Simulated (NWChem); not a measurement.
System: C2H3ClF2Si; SMILES F/C([SiH3])=C(\F)Cl

Excerpt of the output:

```
             Northwest Computational Chemistry Package (NWChem) 7.3.0
             --------------------------------------------------------

 CS  symmetry detected

                             Geometry "geometry" -> ""
                             -------------------------

 Output coordinates in angstroms (scale by  1.889725989 to convert to a.u.)

  No.       Tag          Charge          X              Y              Z
 ---- ---------------- ---------- -------------- -------------- --------------
    1 F                    9.0000     1.81181834    -1.09327539     0.00000000
    2 C                    6.0000     0.56663936    -0.57010699     0.00000000
    3 Si                  14.0000    -0.90209839    -1.77545529     0.00000000
    4 C                    6.0000     0.43421983     0.74974285     0.00000000
    5 F                    9.0000     1.43879624     1.63203923     0.00000000
    6 Cl                  17.0000    -1.11576564     1.47438121     0.00000000
    7 H                    1.0000    -0.30124063    -3.10477560     0.00000000
    8 H                    1.0000    -1.68102620    -1.51501029     1.20797738
    9 H                    1.0000    -1.68102620    -1.51501029    -1.20797738

 Effective nuclear repulsion energy (a.u.)     355.6504604302

      Symmetry information
      --------------------

 Group name             Cs
 Group number              2
 Group order               2
 No. of unique centers     8

                                Z-matrix (autoz)
                                --------

 Units are Angstrom for bonds and degrees for angles

      Type          Name      I     J     K     L     M      Value
      ----------- --------  ----- ----- ----- ----- ----- ----------
    1 Stretch                  1     2                       1.35062
    2 Stretch                  2     3                       1.90001
    3 Stretch                  2     4                       1.32648
    4 Stretch                  3     7                       1.45881
    5 Stretch                  3     8                       1.46074
    6 Stretch                  3     9                       1.46074
    7 Stretch                  4     5                       1.33702
    8 Stretch                  4     6                       1.71101
    9 Bend                     1     2     3               117.83535
   10 Bend                     1     2     4               118.51923
   11 Bend                     2     3     7               105.05154
   12 Bend                     2     3     8               107.40316
   13 Bend                     2     3     9               107.40316
   14 Bend                     2     4     5               125.56282
   15 Bend                     2     4     6               120.78597
   16 Bend                     3     2     4               123.64541
   17 Bend                     5     4     6               113.65121
   18 Bend                     7     3     8               112.46399
   19 Bend                     7     3     9               112.46399
   20 Bend                     8     3     9               111.57564
   21 Torsion                  1     2     3     7           0.00000
   22 Torsion                  1     2     3     8         119.93040
   23 Torsion                  1     2     3     9        -119.93040
   24 Torsion                  1     2     4     5           0.00000
   25 Torsion                  1     2     4     6         180.00000
   26 Torsion                  3     2     4     5         180.00000
   27 Torsion                  3     2     4     6           0.00000
   28 Torsion                  4     2     3     7         180.00000
   29 Torsion                  4     2     3     8         -60.06960
   30 Torsion                  4     2     3     9          60.06960

  pbe96 is a nonlocal functional; adding pw91lda local functional.

                           NWChem Geometry Optimization
                           ----------------------------

 maximum gradient threshold         (gmax) =   0.000450
 rms gradient threshold             (grms) =   0.000300
 maximum cartesian step threshold   (xmax) =   0.001800
 rms cartesian step threshold       (xrms) =   0.001200
 fixed trust radius                (trust) =   0.300000
 source of zmatrix                         =   autoz

          -------------------
          Energy Minimization
          -------------------

 Using diagonal initial Hessian
 Scaling for Hessian diagonals: bonds = 1.00  angles = 0.25  torsions = 0.10

          --------
          Step   0

                                 NWChem DFT Module
                                 -----------------

 Summary of "ao basis" -> "ao basis" (spherical)
 ------------------------------------------------------------------------------
       Tag                 Description            Shells   Functions and Types
 ---------------- ------------------------------  ------  ---------------------
 F                          def2-svp                 6       14   3s2p1d
 C                          def2-svp                 6       14   3s2p1d
 Si                         def2-svp                 8       18   4s3p1d
 Cl                         def2-svp                 8       18   4s3p1d
 H                          def2-svp                 3        5   2s1p

      Symmetry analysis of basis
      --------------------------

        a'         75
        a"         32

            General Information
            -------------------
          SCF calculation type: DFT
          Wavefunction type:  closed shell.
          No. of atoms     :     9
          No. of electrons :    64
           Alpha electrons :    32
            Beta electrons :    32
          Charge           :     0
          Spin multiplicity:     1
          Use of symmetry is: on ; symmetry adaption is: on
          Maximum number of iterations: 150
          AO basis - number of functions:   107
                     number of shells:    49
          Convergence on energy requested:  1.00D-06
          Convergence on density requested:  1.00D-05
          Convergence on gradient requested:  5.00D-04

              XC Information
              --------------
          PerdewBurkeErnzerhof Exchange Functional  1.000
            Perdew 1991 LDA Correlation Functional  1.000 local
           PerdewBurkeErnz. Correlation Functional  1.000 non-local

             Grid Information
             ----------------
          Grid used for XC integration:  medium
          Radial quadrature: Mura-Knowles
          Angular quadrature: Lebedev.
          Tag              B.-S. Rad. Rad. Pts. Rad. Cut. Ang. Pts.
          ---              ---------- --------- --------- ---------
          F                   0.50       49          12.0       434
          C                   0.70       49          11.0       434
          Si                  1.10       88           9.0       590
          Cl                  1.00       88          12.0       590
          H                   0.35       45          11.0       434
          Grid pruning is: on
          Number of quadrature shells:   462
          Spatial weights used:  Erf1

           DFT-D3BJ Model
          s6 scale factor  :        1.000000000000
          s8 scale factor  :        0.787500000000
          a1 parameter     :        0.428900000000
          a2 parameter     :        4.440700000000
              vdW contrib  :       -0.008208049543

      Superposition of Atomic Density Guess
      -------------------------------------

 Sum of atomic energies:       -1023.39454435

      Non-variational initial energy
      ------------------------------

 Total energy =   -1025.491266
 1-e energy   =   -2124.942937
 2-e energy   =     743.801210
 HOMO         =      -0.231930
 LUMO         =       0.065401

      Symmetry analysis of molecular orbitals - initial
      -------------------------------------------------

[...]

      ----------------------
      Optimization converged
      ----------------------

  Step       Energy      Delta E   Gmax     Grms     Xrms     Xmax
  ---- ---------------- -------- -------- -------- -------- --------
@    5   -1026.27893285 -4.5D-07  0.00009  0.00003  0.00065  0.00131
                                     ok       ok       ok       ok

                                Z-matrix (autoz)
                                --------

 Units are Angstrom for bonds and degrees for angles

      Type          Name      I     J     K     L     M      Value     Gradient
      ----------- --------  ----- ----- ----- ----- ----- ---------- ----------
    1 Stretch                  1     2                       1.35537   -0.00001
    2 Stretch                  2     3                       1.89800    0.00009
    3 Stretch                  2     4                       1.35528    0.00001
    4 Stretch                  3     7                       1.50022    0.00004
    5 Stretch                  3     8                       1.50243    0.00004
    6 Stretch                  3     9                       1.50243    0.00004
    7 Stretch                  4     5                       1.32799   -0.00009
    8 Stretch                  4     6                       1.72926   -0.00003
    9 Bend                     1     2     3               117.84469   -0.00001
   10 Bend                     1     2     4               117.46072    0.00003
   11 Bend                     2     3     7               106.27445    0.00001
   12 Bend                     2     3     8               110.58872   -0.00001
   13 Bend                     2     3     9               110.58872   -0.00001
   14 Bend                     2     4     5               123.86799    0.00001
   15 Bend                     2     4     6               121.68733   -0.00001
   16 Bend                     3     2     4               124.69459   -0.00002
   17 Bend                     5     4     6               114.44468   -0.00000
   18 Bend                     7     3     8               110.16645    0.00000
   19 Bend                     7     3     9               110.16645    0.00000
   20 Bend                     8     3     9               109.03552    0.00001
   21 Torsion                  1     2     3     7           0.00000    0.00000
   22 Torsion                  1     2     3     8         119.55831    0.00000
   23 Torsion                  1     2     3     9        -119.55831   -0.00000
   24 Torsion                  1     2     4     5           0.00000   -0.00000
   25 Torsion                  1     2     4     6         180.00000    0.00000
   26 Torsion                  3     2     4     5         180.00000   -0.00000
   27 Torsion                  3     2     4     6           0.00000    0.00000
   28 Torsion                  4     2     3     7         180.00000    0.00000
   29 Torsion                  4     2     3     8         -60.44169    0.00000
   30 Torsion                  4     2     3     9          60.44169   -0.00000

                         Geometry "geometry" -> "geometry"
                         ---------------------------------

 Output coordinates in angstroms (scale by  1.889725989 to convert to a.u.)

  No.       Tag          Charge          X              Y              Z
 ---- ---------------- ---------- -------------- -------------- --------------
    1 F                    9.0000     1.82359921    -1.07067047     0.00000000
    2 C                    6.0000     0.56955298    -0.55647871     0.00000000
    3 Si                  14.0000    -0.88736554    -1.77294143     0.00000000
    4 C                    6.0000     0.44752562     0.79330060     0.00000000
    5 F                    9.0000     1.47907137     1.62963769     0.00000000
    6 Cl                  17.0000    -1.09975835     1.56547383     0.00000000
    7 H                    1.0000    -0.28709290    -3.14783064     0.00000000
    8 H                    1.0000    -1.73760784    -1.57898072     1.22342047
    9 H                    1.0000    -1.73760784    -1.57898072    -1.22342047

 Effective nuclear repulsion energy (a.u.)     352.0000764685

      Symmetry information
      --------------------

 Group name             Cs
 Group number              2
 Group order               2
 No. of unique centers     8

                Final and change from initial internal coordinates
                --------------------------------------------------

                                Z-matrix (autoz)
                                --------

 Units are Angstrom for bonds and degrees for angles

[...]

 Rotational Constants
 --------------------
 A=   0.091598 cm-1  (  0.131786 K)
 B=   0.061521 cm-1  (  0.088513 K)
 C=   0.037294 cm-1  (  0.053656 K)

 Temperature                      =   298.15K
 frequency scaling parameter      =   1.0000

 Zero-Point correction to Energy  =   25.876 kcal/mol  (  0.041237 au)
 Thermal correction to Energy     =   30.585 kcal/mol  (  0.048741 au)
 Thermal correction to Enthalpy   =   31.177 kcal/mol  (  0.049684 au)

 Total Entropy                    =   86.801 cal/mol-K
   - Translational                =   40.435 cal/mol-K (mol. weight = 127.9661)
   - Rotational                   =   28.418 cal/mol-K (symmetry #  =        1)
   - Vibrational                  =   17.948 cal/mol-K

 Cv (constant volume heat capacity) =   25.068 cal/mol-K
   - Translational                  =    2.979 cal/mol-K
   - Rotational                     =    2.979 cal/mol-K
   - Vibrational                    =   19.109 cal/mol-K

[normal modes left out]

 ----------------------------------------------------------------------------
 Normal Eigenvalue ||           Projected Infra Red Intensities
  Mode   [cm**-1]  || [atomic units] [(debye/angs)**2] [(KM/mol)] [arbitrary]
 ------ ---------- || -------------- ----------------- ---------- -----------
    1       -0.000 ||    0.000046           0.001         0.045       0.012
    2       -0.000 ||    0.000041           0.001         0.040       0.010
    3       -0.000 ||    0.000070           0.002         0.068       0.018
    4        0.000 ||    0.000258           0.006         0.252       0.065
    5        0.000 ||    0.000048           0.001         0.047       0.012
    6        0.000 ||    0.000000           0.000         0.000       0.000
    7       69.094 ||    0.000013           0.000         0.012       0.003
    8      126.355 ||    0.000054           0.001         0.053       0.014
    9      129.790 ||    0.001373           0.032         1.338       0.346
   10      272.040 ||    0.002148           0.050         2.094       0.542
   11      289.681 ||    0.000160           0.004         0.156       0.040
   12      367.205 ||    0.002217           0.051         2.161       0.559
   13      391.134 ||    0.009883           0.228         9.634       2.491
   14      515.797 ||    0.012693           0.293        12.374       3.200
   15      522.324 ||    0.002295           0.053         2.237       0.578
   16      617.863 ||    0.039692           0.916        38.694      10.006
   17      645.330 ||    0.030078           0.694        29.321       7.582
   18      870.336 ||    0.228232           5.265       222.492      57.536
   19      897.318 ||    0.038204           0.881        37.243       9.631
   20      905.217 ||    0.002970           0.069         2.895       0.749
   21      934.730 ||    0.088813           2.049        86.580      22.389
   22     1142.262 ||    0.202759           4.678       197.660      51.115
   23     1196.985 ||    0.066772           1.540        65.093      16.833
   24     1663.668 ||    0.129786           2.994       126.522      32.718
   25     2173.741 ||    0.045329           1.046        44.189      11.427
   26     2180.366 ||    0.085791           1.979        83.633      21.627
   27     2198.237 ||    0.081297           1.876        79.253      20.495
 ----------------------------------------------------------------------------
```

Level: PBE-D3(BJ)/def2-SVP. 

**Question.** Which NWChem input produces such a log?

**Answer.** Several could match; the one computed here: the input that was run:
```
start job
memory heap 200 mb stack 900 mb global 1100 mb
geometry units angstroms
  F      0.760149    -0.220625     1.964118
  C      0.062613    -0.029568     0.823453
  Si    -1.777566     0.419101     0.973428
  C      0.694173    -0.164263    -0.335222
  F      1.985039    -0.478531    -0.485293
  Cl    -0.133229     0.064179    -1.815349
  H     -2.042098     0.459066     2.407495
  H     -1.963500     1.719774     0.335085
  H     -2.538970    -0.626289     0.294341
end
basis spherical
  * library def2-svp
end
dft
  xc xpbe96 cpbe96
  disp vdw 4
  iterations 150
end
driver
  maxiter 120
end
task dft optimize
task dft freq
```
